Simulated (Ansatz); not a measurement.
Consider the isomerisation: `C[SiH2][GaH][NH2]` → `CN[SiH2][GaH2]`.

Gas-phase electronic energies from Ansatz, PBE0-D4/def2-TZVP geometries. CBS: MP2 limit from def2 TZ/QZ plus the TZ coupled-cluster correction, frozen cores. DFT in def2-TZVPP. B3LYP here is the variant with VWN-RPA as its local correlation; programs differ in this. HSE06 is defined as in plane-wave codes. For Ga outer-core shells are correlated without core-valence functions, which leaves a few kJ/mol of doubt a bond. Scalar relativity is left out up to krypton. Each species was taken in one conformer, which may not be the lowest.

```json
{"level": "LDA (SPW92)", "ΔE (kJ/mol)": "96.5", "difference from CCSD(T)/CBS": "-6.6"}
{"level": "PBE-D4", "ΔE (kJ/mol)": "98.0", "difference from CCSD(T)/CBS": "-5.1"}
{"level": "BLYP-D4", "ΔE (kJ/mol)": "94.2", "difference from CCSD(T)/CBS": "-8.9"}
{"level": "r2SCAN-D4", "ΔE (kJ/mol)": "101.1", "difference from CCSD(T)/CBS": "-2.0"}
{"level": "B97M-V", "ΔE (kJ/mol)": "91.0", "difference from CCSD(T)/CBS": "-12.1"}
{"level": "PBE0-D4", "ΔE (kJ/mol)": "94.5", "difference from CCSD(T)/CBS": "-8.6"}
{"level": "B3LYP-D4", "ΔE (kJ/mol)": "92.2", "difference from CCSD(T)/CBS": "-10.9"}
{"level": "r2SCANh-D4", "ΔE (kJ/mol)": "99.5", "difference from CCSD(T)/CBS": "-3.6"}
{"level": "r2SCAN0-D4", "ΔE (kJ/mol)": "97.2", "difference from CCSD(T)/CBS": "-5.9"}
{"level": "HSE06-D4", "ΔE (kJ/mol)": "94.6", "difference from CCSD(T)/CBS": "-8.5"}
{"level": "BHLYP-D4", "ΔE (kJ/mol)": "88.6", "difference from CCSD(T)/CBS": "-14.5"}
{"level": "ωB97X-V", "ΔE (kJ/mol)": "91.7", "difference from CCSD(T)/CBS": "-11.4"}
{"level": "ωB97M-V", "ΔE (kJ/mol)": "93.5", "difference from CCSD(T)/CBS": "-9.6"}
{"level": "B2PLYP", "ΔE (kJ/mol)": "97.8", "difference from CCSD(T)/CBS": "-5.3"}
{"level": "PBE-QIDH", "ΔE (kJ/mol)": "97.5", "difference from CCSD(T)/CBS": "-5.6"}
{"level": "PBE", "ΔE (kJ/mol)": "98.8", "difference from CCSD(T)/CBS": "-4.3"}
{"level": "revPBE", "ΔE (kJ/mol)": "98.8", "difference from CCSD(T)/CBS": "-4.3"}
{"level": "BLYP", "ΔE (kJ/mol)": "96.5", "difference from CCSD(T)/CBS": "-6.6"}
{"level": "r2SCAN", "ΔE (kJ/mol)": "101.3", "difference from CCSD(T)/CBS": "-1.8"}
{"level": "PBE0", "ΔE (kJ/mol)": "95.1", "difference from CCSD(T)/CBS": "-8.0"}
{"level": "r2SCANh", "ΔE (kJ/mol)": "99.7", "difference from CCSD(T)/CBS": "-3.4"}
{"level": "HSE06", "ΔE (kJ/mol)": "95.1", "difference from CCSD(T)/CBS": "-8.0"}
{"level": "BHLYP", "ΔE (kJ/mol)": "88.5", "difference from CCSD(T)/CBS": "-14.6"}
{"level": "CAM-B3LYP", "ΔE (kJ/mol)": "91.5", "difference from CCSD(T)/CBS": "-11.6"}
{"level": "LC-ωPBE", "ΔE (kJ/mol)": "95.0", "difference from CCSD(T)/CBS": "-8.1"}
{"level": "RPA@PBE/def2-TZVPP", "ΔE (kJ/mol)": "94.3", "difference from CCSD(T)/CBS": "-8.8"}
{"level": "HF/def2-SVP", "ΔE (kJ/mol)": "75.2", "difference from CCSD(T)/CBS": "-27.9"}
{"level": "MP2/def2-SVP", "ΔE (kJ/mol)": "98.9", "difference from CCSD(T)/CBS": "-4.2"}
{"level": "CCSD/def2-SVP", "ΔE (kJ/mol)": "91.5", "difference from CCSD(T)/CBS": "-11.6"}
{"level": "CCSD(T)/def2-SVP", "ΔE (kJ/mol)": "94.1", "difference from CCSD(T)/CBS": "-9.0"}
{"level": "HF/def2-TZVPP", "ΔE (kJ/mol)": "79.4", "difference from CCSD(T)/CBS": "-23.7"}
{"level": "MP2/def2-TZVPP", "ΔE (kJ/mol)": "104.3", "difference from CCSD(T)/CBS": "1.2"}
{"level": "SCS-MP2/def2-TZVPP", "ΔE (kJ/mol)": "97.9", "difference from CCSD(T)/CBS": "-5.2"}
{"level": "CCSD/def2-TZVPP", "ΔE (kJ/mol)": "96.5", "difference from CCSD(T)/CBS": "-6.6"}
{"level": "CCSD(T)/def2-TZVPP", "ΔE (kJ/mol)": "99.5", "difference from CCSD(T)/CBS": "-3.6"}
{"level": "MP2/def2-QZVPP", "ΔE (kJ/mol)": "106.1", "difference from CCSD(T)/CBS": "3.0"}
{"level": "SCS-MP2/def2-QZVPP", "ΔE (kJ/mol)": "99.4", "difference from CCSD(T)/CBS": "-3.7"}
{"level": "HF/CBS(def2)", "ΔE (kJ/mol)": "78.5", "difference from CCSD(T)/CBS": "-24.6"}
{"level": "MP2/CBS(def2)", "ΔE (kJ/mol)": "108.0", "difference from CCSD(T)/CBS": "4.9"}
{"level": "CCSD/CBS(def2)", "ΔE (kJ/mol)": "100.1", "difference from CCSD(T)/CBS": "-3.0"}
{"level": "CCSD(T)/CBS", "ΔE (kJ/mol)": "103.1", "difference from CCSD(T)/CBS": "0"}
```

Largest T1 diagnostic among the species: 0.014.

From r2SCAN to r2SCAN0 (25 % exact exchange), in def2-TZVPP and without D4, ΔE moves by −4.0 kJ/mol. Leaving LDA and LC-ωPBE aside and taking each functional with its dispersion term where it has one, the values spread over 12.5 kJ/mol, from BHLYP-D4 to r2SCAN-D4.

CCSD(T)/CBS has its own doubt, a few kJ/mol and more with outer-core shells, so smaller differences from it don't rank the levels.
